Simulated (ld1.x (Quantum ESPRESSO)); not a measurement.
## What one change does to a pseudopotential (bismuth (Bi), TM)

- Element: bismuth
- Generator: ld1.x (Quantum ESPRESSO) 7.5
- Type: norm-conserving Troullier–Martins (Kleinman–Bylander form)
- Functional: PBE
- Relativity: fully relativistic
- Frozen core: [Xe] 4f14 5d10
- Valence charge: 5
- Reference configuration: 6s2 6p3
- Partial waves: 6p (bound): rc 2.45 bohr; 6s (bound): rc 2.05 bohr
- Local potential: the s channel
- Core correction: Bessel-smoothed model core inside 1.90 bohr

Open shells are filled in proportion to 2j + 1 (rel_dist='average').

Change: wave 6p (bound): rc 2.45 bohr becomes 6p (bound): rc 1.62 bohr.

Cutoffs: the cutoffs (Ry, on a coarse ladder) from which the occupation-weighted sum of valence levels, in a spherical-Bessel basis at the reference potential, stays within 10 and 1 mRy of its value at 400 Ry; they do not see the model core or the augmentation charge, which bear on the density cutoff. Errors are all-electron minus pseudo energies relative to the spin-unpolarised reference configuration.

Problem. What does the change do?

Solution. The potential gets harder (25 Ry and 45 Ry → 100 Ry and 120 Ry); a bound ghost appears in p, which as a rule spoils a file; the number of tests with a reliable result goes from 7 to 6; of the 6 tests that both files solve, the error grows in 2 and shrinks in 0 by more than 15 % and 0.3 meV (median size 34.6 → 34.1 meV). A smaller radius makes the pseudo-wave follow the all-electron one further in, where it bends more sharply, so more plane waves are needed.

```csv
quantity,base,changed
"cutoff, loose",25 Ry,100 Ry
"cutoff, tight",45 Ry,120 Ry
loose cutoff by channel (10 mRy a level),"p 10 Ry, s 21 Ry","p 100 Ry, s 21 Ry"
bound ghosts,none,"p1/2, p3/2"
tests with a reliable result,7 of 7,6 of 7
"error for 6s2 6p2, meV [ΔE 8.06 eV]",-9.4,-11
"error for 6s2 6p0, meV [ΔE 47.05 eV]",-256,-312
"error for 6s2 6p3.3, meV [ΔE -1.14 eV]",-0.1,-0.3
"error for 6s0 6p5, meV [ΔE 20.04 eV]",-116,-106
"error for 6s2 6p2.5, meV [ΔE 3.17 eV]",-1.6,-1.8
"error for 6s1 6p3, meV [ΔE 18.65 eV]",-60,-57
```

 A true bound ghost makes a file unfit for plane-wave use even where its test errors are small: the radial tests pick states by their node count and pass the ghost by.
